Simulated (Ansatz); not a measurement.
Consider the hydrogenolysis of a Zn–O bond: `FC(F)[O][ZnH]` + H₂ → `[ZnH2]` + `OC(F)F`.

Program: Ansatz. Geometries: PBE0-D4/def2-TZVP. ΔE: electronic, gas phase. CCSD(T)/CBS adds triple-zeta CCSD(T) − MP2 to the extrapolated MP2 energy (def2 sets, frozen cores). This one scheme is used for every species. DFT in def2-TZVPP. HSE06 is defined as in plane-wave codes. For Zn outer-core shells are correlated without core-valence functions, which leaves a few kJ/mol of doubt a bond. Scalar relativity is left out up to krypton. One conformer a species, not always the lowest.

`FC(F)[O][ZnH]`:

```xyz
7

F    -0.442    1.344   -0.882
C     0.221    0.142   -0.965
F    -0.776   -0.778   -1.204
O     0.872   -0.130    0.144
Zn   -0.048   -0.294    1.699
H     0.863    0.175   -1.850
H    -0.690   -0.459    3.058
```

H₂:

Cartesian coordinates in Å:
```
H 0.120 -0.013 0.353
H -0.120 0.013 -0.353
```

`[ZnH2]`:

Z-matrix (Å, degrees):
```
Zn
H 1 1.544
H 1 1.544 2 180.0
```

`OC(F)F`:

Z-matrix (Å, degrees):
```
C
F 1 1.355
F 1 1.355 2 105.7
O 1 1.346 2 111.4 3 -121.2
H 1 1.091 2 109.4 3 117.7
H 4 0.966 1 108.8 2 58.9
```

CCSD(T)/CBS gives +63.4 kJ/mol.

Task: Another level gave +54.0 kJ/mol. Which?
A. HSE06/def2-TZVPP
B. CCSD(T)/def2-TZVPP
C. ωB97M-V/def2-TZVPP
D. MP2/def2-TZVPP

Result: C. ωB97M-V 54.0, HSE06 47.2, CCSD(T)/def2-TZVPP 59.1, MP2/def2-TZVPP 65.7 kJ/mol.

Largest T1 diagnostic among the species: 0.016.

From BLYP to BHLYP (50 % exact exchange), in def2-TZVPP and without D4, ΔE moves by −5.4 kJ/mol. At CCSD(T), def2-SVP lies +3.4 kJ/mol from the extrapolated value and def2-TZVPP −4.3 kJ/mol.
